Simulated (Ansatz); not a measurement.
A short molecular-dynamics run on Rb3H3⁺ (the lowest doublet isomer of a short search).

```yaml
crystal:
  periodic: [false, false, false]
  atoms:
    - {symbol: Rb, position_ang: [1.280243, 0.765209, -1.049802]}
    - {symbol: Rb, position_ang: [5.739819, 0.414199, -3.788894]}
    - {symbol: Rb, position_ang: [-3.075108, 1.256551, 1.547581]}
    - {symbol: H, position_ang: [-0.927071, 0.991982, 0.278160]}
    - {symbol: H, position_ang: [-1.361941, -1.421688, 1.322034]}
    - {symbol: H, position_ang: [-1.655941, -2.006252, 1.690931]}
basis:
  gaussian: {orbitals: def2-SVP}
total_charge: 1
magnetization: {spin_polarized: false, initial_magnetization: 1}
hamiltonian: {xc: {name: PBE}, dispersion: d3bjatm}
md: {timestep: 2 fs, n_steps: 15, ensemble: nvt_langevin, temperature: 1000, initial_velocities: maxwell_boltzmann, friction: 0.01, seed: 14}
scf: {omitted_lower_state_checks: [starts]}
```

```sh
$ ansatz run in.yaml --threads 4 --pin off --events-out ev --progress --plain --max-ram 3916MiB
```

```csv
step,time (fs),potential energy (eV),kinetic (eV),T (K)
0,0.0,-2010.6556,0.6463,833
1,2.0,-2010.6213,0.5906,761
2,4.0,-2010.5049,0.4644,599
3,6.0,-2010.5040,0.4399,567
4,8.0,-2010.4712,0.4544,586
5,10.0,-2010.5161,0.5331,687
6,12.0,-2010.4585,0.4680,603
7,14.0,-2010.4998,0.4259,549
8,16.0,-2010.4730,0.4022,519
9,18.0,-2010.4324,0.4325,558
10,20.0,-2010.4669,0.4822,622
11,22.0,-2010.4055,0.5667,731
12,24.0,-2010.4801,0.4972,641
13,26.0,-2010.5078,0.6107,787
14,28.0,-2010.5347,0.6512,840
15,30.0,-2010.5879,0.6835,881
```

Velocities are drawn at the set temperature; a run this short doesn't reach equilibrium. Under Langevin dynamics the printed temperature counts 3N degrees of freedom, so it starts below the set value.

In the def2 sets Rb takes a core potential; there is no spin–orbit coupling.

With spin_polarized false and unpaired electrons the run is restricted open-shell.

Frames (Å, forces in eV/Å):

```xyz
6
time=0.0 fs
Rb    1.280    0.765   -1.050    0.023   -0.002   -0.014
Rb    5.740    0.414   -3.789   -0.015    0.001    0.010
Rb   -3.075    1.257    1.548   -0.012   -0.008    0.011
H    -0.927    0.992    0.278    0.014    0.011   -0.013
H    -1.362   -1.422    1.322    0.289    0.591   -0.368
H    -1.656   -2.006    1.691   -0.298   -0.592    0.374
6
time=2.0 fs
Rb    1.281    0.761   -1.043    0.154   -0.022   -0.093
Rb    5.735    0.412   -3.787   -0.014    0.001    0.009
Rb   -3.073    1.261    1.537    0.100   -0.023   -0.065
H    -0.871    0.928    0.229   -0.248    0.064    0.155
H    -1.411   -1.391    1.406    0.483    1.204   -0.458
H    -1.649   -2.051    1.625   -0.476   -1.224    0.453
6
time=4.0 fs
Rb    1.282    0.757   -1.039    0.281   -0.036   -0.167
Rb    5.730    0.410   -3.786   -0.012    0.001    0.008
Rb   -3.070    1.266    1.526    0.152   -0.027   -0.110
H    -0.832    0.868    0.185   -0.455    0.090    0.298
H    -1.444   -1.324    1.470   -0.442   -2.067    0.159
H    -1.659   -2.149    1.577    0.476    2.039   -0.188
6
time=6.0 fs
Rb    1.282    0.752   -1.035    0.355   -0.038   -0.208
Rb    5.724    0.407   -3.785   -0.011    0.001    0.007
Rb   -3.068    1.270    1.517    0.185   -0.040   -0.142
H    -0.823    0.803    0.146   -0.564    0.138    0.361
H    -1.499   -1.332    1.529   -0.197   -1.782   -0.106
H    -1.645   -2.158    1.533    0.233    1.721    0.088
6
time=8.0 fs
Rb    1.284    0.748   -1.030    0.336   -0.033   -0.197
Rb    5.716    0.406   -3.782   -0.009    0.001    0.006
Rb   -3.066    1.274    1.510    0.196   -0.058   -0.155
H    -0.845    0.728    0.125   -0.540    0.190    0.332
H    -1.575   -1.394    1.587    0.277    2.428    0.227
H    -1.624   -2.095    1.499   -0.259   -2.528   -0.213
6
time=10.0 fs
Rb    1.284    0.743   -1.025    0.253   -0.033   -0.151
Rb    5.706    0.402   -3.779   -0.008    0.001    0.006
Rb   -3.064    1.279    1.504    0.154   -0.047   -0.147
H    -0.888    0.658    0.121   -0.423    0.224    0.266
H    -1.651   -1.353    1.652    0.157   -0.898   -0.294
H    -1.618   -2.124    1.451   -0.133    0.752    0.320
6
time=12.0 fs
Rb    1.285    0.739   -1.019    0.145   -0.037   -0.097
Rb    5.697    0.397   -3.775   -0.007    0.001    0.005
Rb   -3.061    1.283    1.497    0.098   -0.031   -0.125
H    -0.945    0.601    0.121   -0.256    0.256    0.168
H    -1.724   -1.339    1.691    0.328   -1.709   -0.656
H    -1.624   -2.114    1.404   -0.308    1.520    0.703
6
time=14.0 fs
Rb    1.285    0.736   -1.015    0.037   -0.045   -0.045
Rb    5.689    0.392   -3.773   -0.007    0.001    0.005
Rb   -3.058    1.286    1.489    0.038   -0.026   -0.087
H    -1.011    0.557    0.124   -0.064    0.275    0.049
H    -1.783   -1.386    1.704   -0.069    0.637    0.359
H    -1.644   -2.041    1.380    0.065   -0.841   -0.281
6
time=16.0 fs
Rb    1.285    0.734   -1.011   -0.054   -0.052   -0.005
Rb    5.681    0.386   -3.771   -0.006    0.001    0.005
Rb   -3.055    1.287    1.480   -0.046   -0.002   -0.034
H    -1.075    0.534    0.128    0.126    0.272   -0.066
H    -1.839   -1.411    1.726   -0.251    0.933    0.725
H    -1.662   -2.006    1.336    0.232   -1.152   -0.625
6
time=18.0 fs
Rb    1.285    0.732   -1.008   -0.117   -0.053    0.021
Rb    5.673    0.378   -3.768   -0.005    0.001    0.005
Rb   -3.051    1.287    1.469   -0.154    0.047    0.031
H    -1.131    0.544    0.127    0.299    0.243   -0.171
H    -1.897   -1.405    1.771    0.499   -1.351   -0.913
H    -1.668   -2.020    1.273   -0.521    1.112    1.027
6
time=20.0 fs
Rb    1.284    0.730   -1.003   -0.154   -0.050    0.033
Rb    5.665    0.371   -3.765   -0.005    0.001    0.004
Rb   -3.046    1.287    1.459   -0.254    0.075    0.106
H    -1.176    0.577    0.118    0.445    0.184   -0.258
H    -1.945   -1.452    1.790    0.288   -0.716   -0.473
H    -1.698   -1.986    1.260   -0.319    0.506    0.588
6
time=22.0 fs
Rb    1.283    0.730   -0.997   -0.167   -0.045    0.031
Rb    5.659    0.364   -3.761   -0.004    0.001    0.004
Rb   -3.041    1.288    1.448   -0.319    0.081    0.164
H    -1.205    0.618    0.093    0.530    0.124   -0.304
H    -2.000   -1.519    1.793   -0.945    1.374    2.090
H    -1.752   -1.919    1.272    0.905   -1.535   -1.985
6
time=24.0 fs
Rb    1.281    0.729   -0.990   -0.158   -0.036    0.019
Rb    5.652    0.359   -3.755   -0.003    0.001    0.004
Rb   -3.035    1.290    1.438   -0.345    0.093    0.183
H    -1.218    0.667    0.053    0.550    0.088   -0.311
H    -2.089   -1.525    1.850    0.430   -0.699   -0.757
H    -1.771   -1.908    1.219   -0.473    0.554    0.862
6
time=26.0 fs
Rb    1.280    0.728   -0.983   -0.122   -0.029   -0.007
Rb    5.646    0.355   -3.747   -0.002    0.001    0.003
Rb   -3.029    1.293    1.427   -0.301    0.071    0.153
H    -1.212    0.713   -0.006    0.465    0.070   -0.241
H    -2.150   -1.561    1.864    0.473   -0.632   -0.835
H    -1.811   -1.886    1.210   -0.514    0.519    0.927
6
time=28.0 fs
Rb    1.279    0.727   -0.975   -0.045   -0.026   -0.047
Rb    5.640    0.352   -3.739   -0.001    0.000    0.002
Rb   -3.023    1.296    1.416   -0.189    0.025    0.068
H    -1.186    0.748   -0.087    0.271    0.074   -0.094
H    -2.202   -1.619    1.847   -0.741    0.348    1.398
H    -1.868   -1.846    1.242    0.704   -0.421   -1.329
6
time=30.0 fs
Rb    1.278    0.726   -0.968    0.085   -0.025   -0.100
Rb    5.633    0.349   -3.731    0.002    0.000    0.001
Rb   -3.019    1.299    1.405   -0.057   -0.012   -0.043
H    -1.139    0.788   -0.177    0.003    0.083    0.088
H    -2.292   -1.670    1.867   -0.080   -0.106    0.173
H    -1.902   -1.813    1.226    0.047    0.060   -0.119
```

It took 31 s on 4 threads of Arm Neoverse V2 on a shared host.
